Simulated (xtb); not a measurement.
C4H15NSi3 (SMILES N[SiH2][C@]1([SiH3])CC[SiH2]C1), singlet, from a rough starting geometry; GFN2-xTB (xtb).

The xtb input:
```
$ xtb mol.xyz --gfn 2 --opt vtight --json

# file mol.xyz
23

N      2.60939166    -1.16923873    -0.11780316
Si     1.30538665    -0.59147743    -1.04594143
C      0.05754174     0.55091589    -0.15918976
Si     0.97233861     2.25579860    -0.21223515
C     -0.19008122     0.03522885     1.33982362
C     -1.12492992    -1.13824817     1.31554740
Si    -2.41921779    -0.77811190    -0.06527370
C     -1.34291650     0.61413464    -0.83379357
H      2.18774460    -1.83754730     0.57125216
H      3.29007398    -1.59845851    -0.70039368
H      0.66571311    -1.81176750    -1.56996826
H      1.88948944     0.13303099    -2.26452576
H      0.10059765     3.24955096     0.50575501
H      2.30041934     2.16933705     0.52203227
H      1.16079646     2.62884640    -1.60267342
H      0.72464166    -0.16533436     1.91148750
H     -0.66881822     0.86377861     1.89565942
H     -1.59737969    -1.25581549     2.30138823
H     -0.61935493    -2.11999458     1.08856663
H     -3.66160113    -0.26023593     0.46953373
H     -2.48821317    -1.95793421    -1.03262220
H     -1.81561979     1.56624650    -0.54460409
H     -1.24797391     0.52890320    -1.88687641
```

Question: Write the output that xtb gives for this input, abridged.

Answer: 
```
   ID    Z sym.   atoms
    1    7 N      1
    2   14 Si     2, 4, 7
    3    6 C      3, 5, 6, 8
    4    1 H      9-23

           -------------------------------------------------
          |                Calculation Setup                |
           -------------------------------------------------

molecular fragmentation (1/2 indicates fragments):
11111111111211211111111
# atoms in fragment 1/2:    21     2
 fragment masses (1/2) :      159.41        2.02
CMA distance (Bohr)    :   5.184
constraining FC (au)   :  0.0500

           -------------------------------------------------
          |                 G F N 2 - x T B                 |
           -------------------------------------------------

          ...................................................
          :                      SETUP                      :
          :.................................................:
          :  # basis functions                  65          :
          :  # atomic orbitals                  62          :
          :  # shells                           34          :
          :  # electrons                        48          :
          :  max. iterations                   250          :
          :  Hamiltonian                  GFN2-xTB          :
          :  restarted?                      false          :
          :  GBSA solvation                  false          :
          :  PC potential                    false          :
          :  electronic temp.          300.0000000     K    :
          :  accuracy                    1.0000000          :
          :  -> integral cutoff          0.2500000E+02      :
          :  -> integral neglect         0.1000000E-07      :
          :  -> SCF convergence          0.1000000E-05 Eh   :
          :  -> wf. convergence          0.1000000E-03 e    :
          :  Broyden damping             0.4000000          :
          :  net charge                          0          :
          :  unpaired electrons                  0          :
          ...................................................

 iter      E             dE          RMSdq      gap      omega  full diag
   1    -24.3650086 -0.243650E+02  0.547E+00    4.98       0.0  T
   2    -24.5630939 -0.198085E+00  0.226E+00    4.09       1.0  T
   3    -24.5648671 -0.177323E-02  0.247E+00    4.77       1.0  T
   4    -24.5783023 -0.134352E-01  0.156E+00    4.59       1.0  T
   5    -24.5799728 -0.167055E-02  0.636E-01    4.54       1.0  T
[...]
 * total energy  :   -24.3259622 Eh     change       -0.7684086E-05 Eh
 * total energy  :   -24.3259670 Eh     change       -0.4789704E-05 Eh
 * total energy  :   -24.3259709 Eh     change       -0.3937519E-05 Eh
 * total energy  :   -24.3259750 Eh     change       -0.4133501E-05 Eh
 * total energy  :   -24.3259769 Eh     change       -0.1811733E-05 Eh
 * total energy  :   -24.3259776 Eh     change       -0.7079998E-06 Eh
 * total energy  :   -24.3259781 Eh     change       -0.5589118E-06 Eh
 * total energy  :   -24.3259785 Eh     change       -0.4010746E-06 Eh
 * total energy  :   -24.3259787 Eh     change       -0.1621514E-06 Eh
 * total energy  :   -24.3259788 Eh     change       -0.1303983E-06 Eh
 * total energy  :   -24.3259789 Eh     change       -0.1021742E-06 Eh
 * total energy  :   -24.3259789 Eh     change       -0.1517610E-07 Eh
   *** GEOMETRY OPTIMIZATION CONVERGED AFTER 28 ITERATIONS ***
         :: total energy             -24.325978929967 Eh    ::
[...]
                             3 C    0.858
     3   6 C    3.964 --     8 C    1.024     5 C    1.023     4 Si   0.879
                             2 Si   0.858
     4  14 Si   3.586 --    14 H    0.894    15 H    0.893    13 H    0.888
                             3 C    0.879
     5   6 C    3.996 --     3 C    1.023     6 C    1.019    17 H    0.983
                            16 H    0.979
     6   6 C    3.980 --     5 C    1.019    18 H    0.986    19 H    0.985
                             7 Si   0.883
     7  14 Si   3.570 --     8 C    0.891    20 H    0.884    21 H    0.883
                             6 C    0.883
     8   6 C    3.980 --     3 C    1.024    23 H    0.993    22 H    0.981
                             7 Si   0.891
     9   1 H    0.977 --     1 N    0.966
    10   1 H    0.979 --     1 N    0.974
    11   1 H    0.988 --     2 Si   0.870
    12   1 H    0.986 --     2 Si   0.880
    13   1 H    0.986 --     4 Si   0.888
    14   1 H    0.987 --     4 Si   0.894
    15   1 H    0.987 --     4 Si   0.893
    16   1 H    1.000 --     5 C    0.979
    17   1 H    1.000 --     5 C    0.983
    18   1 H    1.000 --     6 C    0.986
    19   1 H    1.000 --     6 C    0.985
    20   1 H    0.991 --     7 Si   0.884
    21   1 H    0.990 --     7 Si   0.883
    22   1 H    1.000 --     8 C    0.981
    23   1 H    1.000 --     8 C    0.993
 ---------------------------------------------------------------------------

Topologies differ in total number of bonds
Writing topology from bond orders to xtbtopo.mol

molecular dipole:
                 x           y           z       tot (Debye)
 q only:        0.021      -0.383      -0.154
   full:        0.202      -0.523       0.214       1.526
molecular quadrupole (traceless):
                xx          xy          yy          xz          yz          zz
 q only:        2.790      -0.874      -0.202       0.517       0.493      -2.588
  q+dip:       -0.075      -5.494      -0.409       0.523      -0.484       0.484
   full:        0.339      -5.700      -0.351       0.705      -1.151       0.012

optimized geometry written to: xtbopt.xyz

           -------------------------------------------------
          | TOTAL ENERGY              -24.325978929967 Eh   |
          | GRADIENT NORM               0.000066112701 Eh/α |
          | HOMO-LUMO GAP               4.655725939730 eV   |
           -------------------------------------------------

normal termination of xtb
```
